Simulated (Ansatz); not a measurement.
Reaction (cleavage of the Ge–Ge bond): `[Cl][GeH2][GeH3]` + `O[SiH2]S` → `O[SiH2][S][GeH3]` + `[Cl][GeH3]`

Computed with Ansatz on PBE0-D4/def2-TZVP structures; ΔE is electronic, products minus reactants. CBS: MP2 limit from def2 TZ/QZ plus the TZ coupled-cluster correction, frozen cores. DFT in def2-TZVPP. B3LYP here is the variant with VWN-RPA as its local correlation; programs differ in this. For Ge outer-core shells are correlated without core-valence functions, which leaves a few kJ/mol of doubt a bond. Scalar relativity is left out up to krypton. One conformer a species, not always the lowest.

Question: Is it downhill or uphill in electronic energy at CCSD(T)/CBS, and by how much? (Best estimate.)

Answer: Computed: Downhill: ΔE = -14.6 kJ/mol.

Question: What do these levels give: PBE0-D4, B3LYP-D4, HF/def2-TZVPP, SCS-MP2/def2-TZVPP, HF/CBS(def2), CCSD/CBS(def2)? (An estimate is asked.)

Answer: Ansatz gave: PBE0-D4 -12.5, B3LYP-D4 -11.7, HF/def2-TZVPP -21.6, SCS-MP2/def2-TZVPP -19.3, HF/CBS(def2) -21.9, CCSD/CBS(def2) -13.5 kJ/mol.

Largest T1 diagnostic among the species: 0.012.

From PBE to PBE0 (25 % exact exchange), in def2-TZVPP and without D4, ΔE moves by −3.8 kJ/mol. The D4 term adds −3.8 kJ/mol with B3LYP and −2.0 kJ/mol with PBE0; it sums over pairs of atoms, weighted by their polarisabilities, and B3LYP, whose exchange is more repulsive, gets the larger term.
